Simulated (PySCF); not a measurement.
Spectra and structures to be paired. Method: TDDFT CAM-B3LYP/def2-SVPD, vertical, gas phase, core orbitals frozen in the response in PySCF 2.14.0, density-fitted response routines. Geometries: PBE0-D3(BJ)/def2-SVP; one conformer of each isolated species. Triplets are in the Tamm–Dancoff approximation. Atoms past krypton carry core potentials; spin–orbit coupling is left out.

A. `[SiH2](N(C)C)B(C)C`
B. `[AlH2][CH]1CC1`
C. `CC[O+](CC)[Al-]([Br])([Br])[Br]`
D. `C[O][Sn][O]C`
E. `C[C@H]1[C@@H](F)[C@H](C1)Cl`

Lowest singlet levels (six at most, fewer where fewer were computed) with oscillator strengths:

1. 240 nm (f 0.003); 221 nm (f 0.000); 191 nm (f 0.077); 174 nm (f 0.002); 169 nm (f 0.026); 160 nm (f 0.075); T1 4.87 eV
2. 291 nm (f 0.002); 246 nm (f 0.009); 215 nm (f 0.022); 201 nm (f 0.001); 197 nm (f 0.005); 186 nm (f 0.018); T1 3.66 eV
3. 284 nm (f 0.000); 254 nm (f 0.062); 253 nm (f 0.047); 224 nm (f 0.055); 197 nm (f 0.065); 189 nm (f 0.000); T1 3.70 eV
4. 184 nm (f 0.001); 176 nm (f 0.045); 175 nm (f 0.065); 170 nm (f 0.110); 169 nm (f 0.124); 165 nm (f 0.174); T1 6.47 eV
5. 176 nm (f 0.003); 173 nm (f 0.004); 158 nm (f 0.002); 155 nm (f 0.023); 150 nm (f 0.015); 145 nm (f 0.031); T1 6.47 eV

Question: Match each spectrum to its molecule.

Answer: 1 = B, 2 = A, 3 = D, 4 = C, 5 = E.
- A: S1 at 4.27 eV, HOMO→LUMO (79%), HOMO-1→LUMO (20%); Löwdin shares by element: HOMO nitrogen 51%, carbon 16% or more, silicon 9% (atoms not listed hold the other 24%); LUMO boron 40%, carbon 21% or more, silicon 16% (atoms not listed hold the other 23%); HOMO -7.44 and LUMO -0.09 eV.
- B: S1 at 5.18 eV, HOMO→LUMO (96%); Löwdin shares by element: HOMO carbon 62%, aluminium 19% (atoms not listed hold the other 20%); LUMO aluminium 62%, hydrogen 20% or more, carbon 8% or more; HOMO -9.01 and LUMO -0.35 eV; point group Cs, 1 of its 6 listed states under f = 0.0005.
- C: S1 at 6.72 eV, HOMO→LUMO (69%), HOMO→LUMO+1 (14%); Löwdin shares by element: HOMO bromine 99%; LUMO bromine 37%, aluminium 33% (atoms not listed hold the other 30%); HOMO -9.09 and LUMO 0.43 eV.
- D: S1 at 4.36 eV, HOMO→LUMO (97%); Löwdin shares by element: HOMO oxygen 66%, carbon 17% (atoms not listed hold the other 17%); LUMO tin 72%, oxygen 26%; HOMO -8.83 and LUMO -1.05 eV; point group Cs, 2 of its 6 listed states under f = 0.0005.
- E: S1 at 7.06 eV, HOMO→LUMO+1 (47%), HOMO→LUMO (36%); Löwdin shares by element: HOMO chlorine 50%, carbon 25% or more (atoms not listed hold the other 25%); LUMO carbon 22% or more, chlorine 16%, hydrogen 11% or more (atoms not listed hold the other 51%); HOMO -9.58 and LUMO 0.99 eV.
A and D have S1 within 0.10 eV of each other; their strongest listed levels stand at 5.76 eV (f 0.022) and 6.28 eV (f 0.065).
